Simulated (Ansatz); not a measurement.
`CC(C)[O][Mg][OH]` + `[F][Sn][Cl]` → `[OH][Mg][F]` + `CC(C)[O][Sn][Cl]`  (redistribution)

Calculated with Ansatz (gas phase, PBE0-D4/def2-TZVP geometries, no zero-point term in ΔE). CCSD(T)/CBS adds triple-zeta CCSD(T) − MP2 to the extrapolated MP2 energy (def2 sets, frozen cores). Elements past krypton have def2 core potentials. For Mg, Sn outer-core shells are correlated without core-valence functions, which leaves a few kJ/mol of doubt a bond. Each species was taken in one conformer, which may not be the lowest.

```csv
species,CCSD(T)/def2-TZVPP energy (Eh)
`CC(C)[O][Mg][OH]`,-469.08411
`[F][Sn][Cl]`,-773.22304
`[OH][Mg][F]`,-375.40400
`CC(C)[O][Sn][Cl]`,-866.91576
```

(1) Work out ΔE.

Largest T1 diagnostic among the species: 0.016.

Answers

(1) ΔE = (-375.40400) + (-866.91576) − (-469.08411) − (-773.22304) = -0.01261 Eh = -33.1 kJ/mol. CCSD(T)/CBS gives -29.3 kJ/mol.

The D4 term adds −13.1 kJ/mol with B3LYP and −7.4 kJ/mol with PBE0; it sums over pairs of atoms, weighted by their polarisabilities, and B3LYP, whose exchange is more repulsive, gets the larger term. In def2-TZVPP, CCSD(T) changes the Hartree–Fock value by −20.5 kJ/mol (the triples alone add −4.2 kJ/mol) and MP2 by −25.5 kJ/mol.

B3LYP here is the variant with VWN-RPA as its local correlation; programs differ in this.
